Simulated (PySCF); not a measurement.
A side-by-side comparison of computed properties.

First species: C3H14Ge2OSi.
Z-matrix (Å and degrees, PBE0-D3(BJ)/def2-SVP geometry), rows numbered from 1:
```
C 
C   1  1.5188
C   2  1.5151  1  112.61
O   2  1.4195  1  110.41  3   120.09
Si  4  1.6708  2  126.45  1    78.35
Ge  5  2.3744  4  101.90  2   178.00
Ge  6  2.4242  5  104.54  4    23.58
H   1  1.1004  2  110.91  3    59.48
H   1  1.1012  2  110.00  3   -60.57
H   1  1.1006  2  111.31  3   179.67
H   2  1.1091  1  108.77  3  -120.46
H   3  1.1001  2  111.00  1   -59.90
H   3  1.0993  2  110.42  1   179.46
H   3  1.1011  2  109.93  1    60.29
H   5  1.4990  4  110.31  2    55.65
H   5  1.4996  4  111.84  2   -63.70
H   6  1.5416  5  111.75  4   -95.33
H   6  1.5415  5  111.68  4   143.66
H   7  1.5420  6  111.19  5   168.90
H   7  1.5393  6  109.42  5    49.22
H   7  1.5374  6  109.94  5   -70.53
```

Second species: C₃H₁₄Ge₂OSi.
InChI=1S/C3H14Ge2OSi/c1-3(2)6-5(4)7/h3,5H,1-2,4,7H3/t5-/m1/s1

Levels: CAM-B3LYP/def2-SVPD for dipole moment, HOMO energy, LUMO energy, HOMO–LUMO gap, static isotropic polarisability and electronic spatial extent ⟨r²⟩ about the centre of nuclear charge; TDDFT CAM-B3LYP/def2-SVPD for lowest singlet excitation; TDA CAM-B3LYP/def2-SVPD for lowest triplet excitation (Tamm–Dancoff); ΔSCF CAM-B3LYP/def2-SVPD for vertical ionisation energy; PBE0-D3(BJ)/def2-SVP for rotational constant A and rotational constant C. Geometries: PBE0-D3(BJ)/def2-SVP. Each species is one conformer at its optimised geometry, gas phase, non-relativistic unless stated; the electronic structure was computed with PySCF and density fitting.

The conformers computed, where there is a choice (atom-mapped SMILES and torsion angles):
- `[CH3:1][CH:2]([CH3:3])[O:4][SiH2:5][GeH2:6][GeH3:7]`: C1–C2–O4–Si5 78°, C2–O4–Si5–Ge6 178°, O4–Si5–Ge6–Ge7 24°
- `[CH3:1][CH:2]([CH3:3])[O:4][Ge@H:5]([SiH3:6])[GeH3:7]`: C1–C2–O4–Ge5 66°, C2–O4–Ge5–Si6 159°

```tsv
property	column X	column Y
dipole moment	1.50 D	0.89 D
HOMO energy	-8.78 eV	-8.80 eV
LUMO energy	0.47 eV	0.49 eV
HOMO–LUMO gap	9.25 eV	9.29 eV
lowest singlet excitation	6.35 eV	6.16 eV
lowest triplet excitation (Tamm–Dancoff)	5.63 eV	5.59 eV
static isotropic polarisability	137.1 au	138.8 au
vertical ionisation energy	9.42 eV	9.33 eV
electronic spatial extent ⟨r²⟩ about the centre of nuclear charge	2656 bohr²	2355 bohr²
rotational constant A	1.236 GHz	0.967 GHz
rotational constant C	0.412 GHz	0.493 GHz
```

**Question.** Which column belongs to which species?

**Answer.** Column X is the first species and column Y the second. The first has 21 atoms and 118 electrons, the second 21 and 118.

**Question.** How does each property change from the first species to the second?

**Answer.** dipole moment -0.61 D; HOMO energy -0.02 eV; LUMO energy +0.02 eV; HOMO–LUMO gap +0.04 eV; lowest singlet excitation -0.19 eV; lowest triplet excitation (Tamm–Dancoff) -0.04 eV; static isotropic polarisability +1.7 au; vertical ionisation energy -0.09 eV; electronic spatial extent ⟨r²⟩ about the centre of nuclear charge -301 bohr²; rotational constant A -0.269 GHz; rotational constant C +0.081 GHz.

On the first: No computed singlet falls in the visible range (750 to 380 nm, 1.65 to 3.26 eV); S1 lies 3.09 eV above its blue end. The principal polarisabilities are 117.0, 141.8 and 152.5 au; their mean is the isotropic value. The calculation is non-relativistic and has no spin–orbit coupling, an omission that weighs most on germanium.

On the second: The polarisability is 20.57 Å³ as a volume (1 au = 0.148185 Å³), or 1.18 au for each of the 118 electrons. The ΔSCF ionisation energy exceeds −ε(HOMO) by 0.53 eV with CAM-B3LYP. The calculation is non-relativistic and has no spin–orbit coupling, an omission that weighs most on germanium.
